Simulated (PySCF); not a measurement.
Molecule: `InChI=1S/CHF3O3S/c2-1(3,4)8(5,6)7/h(H,5,6,7)`.

Atom-mapped SMILES (the numbers label the heavy atoms): `[O:1]=[S:2](=[O:3])([OH:4])[C:5]([F:6])([F:7])[F:8]`. Hydrogens are named by the atom that carries them.

Geometry PBE0-D3(BJ)/def2-SVP throughout; GIAO in PySCF 2.14, gas phase, one conformer, non-relativistic; equivalent atoms averaged; basis pcSseg-1.

For orientation, LDA gives these shifts δ (against H2O, CS2, TMS, CFCl3 at the same level): O1/O3 256.9, O4 226.0, S2 321.0, C5 134.3, F6/F7/F8 -104.4, H(O4) 4.97 ppm.

A run gave: O1/O3 226.0, O4 198.6, S2 287.4, C5 123.4, F6/F7/F8 -99.8, H(O4) 4.80 ppm (shifts δ (against H2O, CS2, TMS, CFCl3 at the same level)).

Question: Which functional was used in that run?
A. OPBE
B. BLYP
C. PBE
D. HF
E. wB97X-D

Answer: A. S2 tells them apart best: OPBE gives 287.4, HF gives 303.9, BLYP gives 319.6, PBE gives 309.0, wB97X-D gives 312.2 ppm.
